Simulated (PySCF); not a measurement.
Two-component Hartree-Fock for Rh+ (rhodium, charge +1)

Start: [Kr] 4d8; 4d3/2 filled at m_j = -3/2, -1/2, +1/2, +3/2; 4d5/2 filled at m_j = -1/2, +1/2, +3/2, +5/2. Calculated with PySCF 2.14 in x2c-QZVPPall-2c (13s12p9d4f2g, 140 functions): generalised Hartree-Fock with the X2C-1e Hamiltonian and a Gaussian nucleus; one run each with spin-orbit coupling (SO) switched off, then screened by Boettger's factors.

| spinor shell | electrons | ε, spin-free (eV) | ε, screened SO (eV) | weight of nominal j (screened SO) | rms radius, screened SO (bohr) |
| --- | --- | --- | --- | --- | --- |
| 1s1/2 | 2 | -23350.1 | -23348.7 | 1.000 | 0.0374 |
| 2s1/2 | 2 | -3473.5 | -3473.0 | 1.000 | 0.154 |
| 2p1/2 | 2 | -3106.8 | -3206.9 | 1.000 | 0.134 |
| 2p3/2 | 4 | -3106.8 | -3060.3 | 1.000 | 0.138 |
| 3s1/2 | 2 | -662.04 | -661.87 | 1.000 | 0.415 |
| 3p1/2 | 2 | -538.32 | -556.15 | 1.000 | 0.411 |
| 3p3/2 | 4 | -538.32 | -529.92 | 1.000 | 0.422 |
| 3d3/2 | 4 | -340.96 | -344.12 | 0.997 | 0.401 |
| 3d5/2 | 6 | -340.96 | -338.66 | 0.998 | 0.405 |
| 4s1/2 | 2 | -108.66 | -108.60 | 1.000 | 1.05 |
| 4p1/2 | 2 | -71.386 | -75.410 | 0.943 | 1.15 |
| 4p3/2 | 4 | -71.386 | -69.415 | 0.971 | 1.18 |
| 4d3/2 | 4 | -19.435 | -19.826 | 0.701 | 1.66 |
| 4d5/2 | 4 | -19.435 | -19.050 | 0.739 | 1.69 |

| quantity | spin-free | screened SO |
| --- | --- | --- |
| E (hartree) | -4780.64256 | -4781.39618 |
| M_J | 4 | 4 |
| ⟨J²⟩ | 20.021 | 20.019 |
| ⟨L²⟩ | 12.015 | 12.065 |
| ⟨S²⟩ | 2.005 | 2.007 |

Each row is a mean over spinors that exchange with the open shell spreads, by up to 7.137 eV (4p3/2).

Rows whose weight is well below 1 are mixtures of j = l ± 1/2: exchange outweighs spin-orbit coupling there, and the label is only the starting occupation.

Breit and QED terms are absent; they matter most for the inner s and p1/2 levels.

Densities and radii are taken from the X2C orbitals without a picture-change correction, which distorts them close to the nucleus.

Without spin-orbit coupling the j labels of p, d and f shells carry no meaning; the spin-free column gives the mean over the occupied spinors of each nl shell.
